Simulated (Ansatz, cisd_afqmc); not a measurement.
System: TaOF₃, charge 0, singlet. TaOF3 (SMILES [F][Ta](=[O])([F])[F]).
B3LYP-D3(BJ)/def2-TZVP minimum from Ansatz (a program for electronic structure):
```
Ta
O 1 1.7176
F 1 1.8784 2 107.80
F 1 1.8784 2 107.80 3 -120.00
F 1 1.8784 2 107.80 3 120.00
```
Charge 0, spin multiplicity 1.

Total energies in def2-TZVPP, 32 correlated electrons, 8 frozen orbitals. Open shells are spin-unrestricted; no spin-orbit coupling. Cores are frozen in correlated methods (noble-gas shells, and filled d and f shells in the p block). Past Kr the def2 sets carry scalar-relativistic core potentials. AFQMC is phaseless with a CISD trial state; ± is one standard error, without the phaseless bias. Outlying blocks are dropped, and bars are widened where a walk drifts. Over all cases where full CI ran beside it in this data, AFQMC minus full CI had a median of +0.1 mEh and passed +0.4 mEh in a tenth of the cases.

| method | program | energy (Eh) | minus AFQMC/CISD (mEh) |
|---|---|---|---|
| HF | Ansatz | -430.02297 | 1199.6 ± 0.7 |
| MP2 | Ansatz | -431.20607 | 16.5 ± 0.7 |
| CCSD | Ansatz | -431.17090 | 51.6 ± 0.7 |
| CCSD(T) | Ansatz | -431.21895 | 3.6 ± 0.7 |
| AFQMC/CISD | cisd_afqmc | -431.2225 ± 0.0007 | 0.0 |
